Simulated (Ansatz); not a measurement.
## Abstraction of H: SbH2(CH3) + GeH2(CC)Cl → SbH(CH3) + C2H3ClGe

Species: SbH2(CH3), singlet; GeH2(CC)Cl, doublet; SbH(CH3), doublet; C2H3ClGe `C#[C][GeH2][Cl]`, singlet. A radical takes H: the energy is the difference in strength between the Sb–H bond broken and the C–H bond made.

Shapes, held fixed at every level: PBE0-D4/def2-TZVP. Programs: Ansatz 0.2.0. The zero-point and thermal change to 298 K, harmonic and unscaled (PBE0-D4/def2-TZVP), is +8.6 kJ/mol.

Question: Estimate ΔH(298 K) of this reaction.

Answer: B2PLYP/def2-TZVPP gives ΔH(298 K) = -283.1 kJ/mol; the levels span -283.1 to -233.9. The median of the levels is -278.5. No measured value is set beside it here. Spin contamination: GeH2(CC)Cl (⟨S²⟩ up to 1.16). Open shells run unrestricted unless RO is named. For atoms past krypton def2 sets carry core potentials with scalar relativity. Relativity is left out for Ge unless named. Correlated rows may include outer-core shells of Ge, Sb, which these sets cover unevenly. Times are processor times on shared x86 and Arm servers, and rough.

```json
{"level": "HF/def2-SVP", "kind": "Hartree–Fock", "ΔH(298 K) (kJ/mol)": "-233.9", "CPU time (sum over the molecules)": "–"}
{"level": "HF/def2-TZVPP", "kind": "Hartree–Fock", "ΔH(298 K) (kJ/mol)": "-235.5", "CPU time (sum over the molecules)": "–"}
{"level": "r2SCAN-D4/def2-TZVPP", "kind": "meta-GGA", "ΔH(298 K) (kJ/mol)": "-267.0", "CPU time (sum over the molecules)": "63 s"}
{"level": "B3LYP-D4/def2-TZVPP", "kind": "global hybrid", "ΔH(298 K) (kJ/mol)": "-278.5", "CPU time (sum over the molecules)": "59 s"}
{"level": "BHLYP-D4/def2-TZVPP", "kind": "global hybrid", "ΔH(298 K) (kJ/mol)": "-281.2", "CPU time (sum over the molecules)": "63 s"}
{"level": "wB97X-V/def2-TZVPP", "kind": "range-separated hybrid", "ΔH(298 K) (kJ/mol)": "-281.2", "CPU time (sum over the molecules)": "2.9 min"}
{"level": "B2PLYP/def2-TZVPP", "kind": "double hybrid", "ΔH(298 K) (kJ/mol)": "-283.1", "CPU time (sum over the molecules)": "97 s"}
```
